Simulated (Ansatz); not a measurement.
One geometry of (CdO)6 prism (Cd₆O₆), several levels of theory.

```yaml
crystal:
  periodic: [false, false, false]
  atoms:
    - {symbol: Cd, position_ang: [0.481069, 1.716007, 1.388801]}
    - {symbol: O, position_ang: [-1.547905, 1.196377, 1.546588]}
    - {symbol: Cd, position_ang: [-1.643125, -0.883347, 1.271501]}
    - {symbol: O, position_ang: [-0.218803, -2.350462, 0.795943]}
    - {symbol: Cd, position_ang: [1.640368, -1.374942, 0.733790]}
    - {symbol: O, position_ang: [2.220759, 0.633778, 0.930661]}
    - {symbol: Cd, position_ang: [1.643153, 0.883442, -1.271475]}
    - {symbol: O, position_ang: [0.218756, 2.350497, -0.795878]}
    - {symbol: Cd, position_ang: [-1.640281, 1.374878, -0.733823]}
    - {symbol: O, position_ang: [-2.220732, -0.633778, -0.930856]}
    - {symbol: Cd, position_ang: [-0.481068, -1.716178, -1.388647]}
    - {symbol: O, position_ang: [1.547809, -1.196282, -1.546596]}
basis:
  gaussian: {orbitals: def2-SVP, initial_orbitals: start.molden}
hamiltonian: {xc: pbe0, dispersion: d4}
scf: {omitted_lower_state_checks: [starts]}
output: {orbitals: {seedname: orbitals}}
```

The file start.molden holds the orbitals of an earlier run on this structure, at another level or in another basis.

```sh
$ ansatz run in.yaml --threads 4 --pin off --events-out ev --progress --plain --max-ram 6963MiB
```

Shortened log:

```
Functional definition: PBE0
  name "PBE0"
  cite "Adamo & Barone, J. Chem. Phys. 110, 6158 (1999) doi:10.1063/1.478522"
  cite "Perdew, Burke & Ernzerhof, Phys. Rev. Lett. 77, 3865 (1996) doi:10.1103/PhysRevLett.77.3865"
  parent pbe
  parameter a = 0.25
  parameter kappa = 0.804
  parameter beta = 0.06672455060314922
  exchange = (1 - a)*pbe_x(kappa = kappa, mu = beta*pi^2/3) + a*exact_x
  correlation = pbe_c(beta = beta)
these checks for a lower state are left out or cut short: starts
2724 factors; integrals over basis functions are off by at most 2.8e-4 eV
mean field evaluation 1: about -39641.5868 eV, gradient 2.0e1 eV
mean field evaluation 2: about -39641.9075 eV, gradient 3.9e-1 eV
mean field evaluation 4: about -39642.8480 eV, gradient 5.7e-3 eV
mean field -39642.84805312 eV, -1456.8477950646 hartree, gradient 6.6e-5 eV, S^2 0.000000; 0 other end points of the search recorded, 0 dependent functions left out
reference -39642.84809365 eV, -1456.8477965542 hartree; 84, 84 occupied and 186, 186 virtual orbitals, 2724 factors
Total energy: -39643.72208858 eV, -1456.8799152755 hartree
Checks for a lower state left out: starts
```

It took 18 s on 4 threads of Arm Neoverse V1 on a shared host, peak host memory 1.5 GiB.

As the first input, with `gaussian: {orbitals: STO-3G}`, `hamiltonian: {xc: hf}` (abridged; 18 s):

```
Functional definition: HF
mean field -895608.61633192 eV, -32913.0095848744 hartree, gradient 2.0e-5 eV, S^2 0.000000
Total energy: -895608.61633192 eV, -32913.0095848744 hartree
Checks for a lower state left out: starts
```

The first input with `hamiltonian: {xc: pbe}`, `correlation: {method: rpa}` and without the key `output` (abridged; 33 s):

```
Functional definition: PBE
mean field -39645.82449593 eV, -1456.9571773204 hartree, gradient 1.8e-6 eV, S^2 0.000000
6 core orbitals not correlated: weight in the atoms' cores, before any rotation towards them, 1.000 or more for the frozen orbitals, at most 0.000 for the correlated occupied ones
Total energy: -39569.67984073 eV, -1454.1589128546 hartree
Checks for a lower state left out: starts
```

First input, but with `correlation: {method: mp2}` and without the key `hamiltonian` (abridged; 22 s):

```
Functional definition: HF
mean field -39448.73756051 eV, -1449.7143660341 hartree, gradient 2.8e-6 eV, S^2 0.000000
6 core orbitals not correlated: weight in the atoms' cores, before any rotation towards them, 1.000 or more for the frozen orbitals, at most 0.000 for the correlated occupied ones
second order -94.19840299 eV of doubles, -0.00000000 eV of singles
Total energy: -39542.93596350 eV, -1453.1760934940 hartree
Checks for a lower state left out: starts
```

The first input with `gaussian: {orbitals: def2-TZVP, initial_orbitals: start.molden}`, `hamiltonian: {xc: r2scan, dispersion: d4}`, `output: {forces: true, orbitals: {seedname: orbitals}}` (abridged; 33 s):

```
Functional definition: r2SCAN
mean field -39683.08596416 eV, -1458.3265110212 hartree, gradient 7.4e-6 eV, S^2 0.000000
Total energy: -39683.31987613 eV, -1458.3351071275 hartree
Atom 0 force    -0.011350    -0.112869     0.048271 eV/Å
Atom 1 force    -0.156707     0.121340     0.173406 eV/Å
Atom 2 force     0.104438     0.029511     0.054259 eV/Å
Atom 3 force    -0.018923    -0.247770     0.094302 eV/Å
Atom 4 force    -0.074471     0.056036     0.085440 eV/Å
Atom 5 force     0.235159     0.063839     0.107845 eV/Å
Atom 6 force    -0.104875    -0.029441    -0.054809 eV/Å
Atom 7 force     0.019560     0.247781    -0.093822 eV/Å
Atom 8 force     0.074146    -0.055956    -0.085943 eV/Å
Atom 9 force    -0.235223    -0.063917    -0.106613 eV/Å
Atom 10 force     0.011044     0.113153    -0.049289 eV/Å
Atom 11 force     0.157202    -0.121707    -0.173048 eV/Å
Dipole moment:     0.000196    -0.000171     0.000207 e Å
Checks for a lower state left out: starts
```

As the first input, with `gaussian: {orbitals: def2-TZVP, initial_orbitals: start.molden}`, `hamiltonian: {xc: {name: B3LYP}, dispersion: d4}` (abridged; 38 s):

```
Functional definition: B3LYP
mean field -39686.59695722 eV, -1458.4555376362 hartree, gradient 1.4e-5 eV, S^2 0.000000
Total energy: -39688.23882738 eV, -1458.5158752516 hartree
Checks for a lower state left out: starts
```

The first input with `gaussian: {orbitals: def2-TZVP, initial_orbitals: start.molden}`, `hamiltonian: {xc: pbe, dispersion: d4}` (abridged; 13 s):

```
Functional definition: PBE
mean field -39667.09346016 eV, -1457.7387973392 hartree, gradient 2.9e-5 eV, S^2 0.000000
Total energy: -39668.09244603 eV, -1457.7755093929 hartree
Checks for a lower state left out: starts
```

Geometry: PBE0-D4/def2-SVP.

In the def2 sets Cd takes a core potential, while STO-3G treats all electrons; there is no spin–orbit coupling. B3LYP takes the VWN-RPA correlation. Correlated methods freeze 6 core orbitals; core or outer-core shells of Cd are correlated, in sets that lack core-valence functions.
